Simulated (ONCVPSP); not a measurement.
**Cu (Z = 29): one change to an ONCV potential, before and after**

Cu (Z = 29), optimised norm-conserving Vanderbilt (ONCV), made with ONCVPSP 4.0.1 (LDA (Perdew-Wang 92), scalar-relativistic). Core [Ne], reference 3s2 3p6 3d8 (charge +3). Waves: 3s: rc 1.10 bohr, ncon 3, nbas 8, qcut 8.4 1/bohr, 2 projectors, debl 1.5 Ha; 3p: rc 0.90 bohr, ncon 4, nbas 7, qcut 18.1 1/bohr, 2 projectors, debl 2.2 Ha; 3d: rc 0.75 bohr, ncon 4, nbas 8, qcut 13.3 1/bohr, 2 projectors, debl 3.6 Ha. Local part: polynomial inside 0.50 bohr (lpopt 2, dvloc0 1 Ha). Core correction: polynomial model core, fcfact 0.3.

In the s channel the program set the typed energies aside and used -5.886, 0.250 Ha. In the p channel the program set the typed energies aside and used -4.327, 0.250 Ha.

Change: p: qcut 19.6.

Cutoffs: the cutoffs (Ha) at which the residual kinetic energy of the hardest occupied pseudo-wave falls to 1 and 0.1 mHa per electron; they do not see the model core or the augmentation charge, which bear on the density cutoff. Errors are all-electron minus pseudo energies relative to the spin-unpolarised reference configuration.

How do hardness, ghosts and transferability respond?

The potential gets neither clearly harder nor softer (388 Ha and 449 Ha → 388 Ha and 449 Ha); the d channel sets the loose cutoff, while the largest relative change is in p, which becomes harder; the errors of the 4 common tests hardly move; neither file shows a bound ghost.

| quantity | base | changed |
| --- | --- | --- |
| cutoff, loose | 388 Ha | 388 Ha |
| cutoff, tight | 449 Ha | 449 Ha |
| loose cutoff by channel | s 27 Ha, p 80 Ha, d 388 Ha | s 27 Ha, p 105 Ha, d 388 Ha |
| bound ghosts | none | none |
| GHOST(+) flags under 300 eV | none | none |
| error for 3s2 3p6 3d10 4s1, meV [ΔE -69.49 eV] | +6.4 | +6.2 |
| error for 3s2 3p6 3d10, meV [ΔE -61.06 eV] | +11 | +10 |
| error for 3s2 3p6 3d9, meV [ΔE -39.37 eV] | +6.3 | +6.1 |
| error for 3s2 3p6 3d9 4s1 4p1, meV [ΔE -62.55 eV] | +5.2 | +5.1 |
| s: phases at 1.12 bohr within 0.05 rad from the reference energy up to (Ha; the scan ends near 5) | to the end of the scan | to the end of the scan |
| p: phases at 0.91 bohr within 0.05 rad from the reference energy up to (Ha; the scan ends near 5) | to the end of the scan | to the end of the scan |
| d: phases at 0.76 bohr within 0.05 rad from the reference energy up to (Ha; the scan ends near 5) | to the end of the scan | to the end of the scan |
| rms error of d²Exc/dni dnj with the model core, mHa | 1.93 | 1.95 |
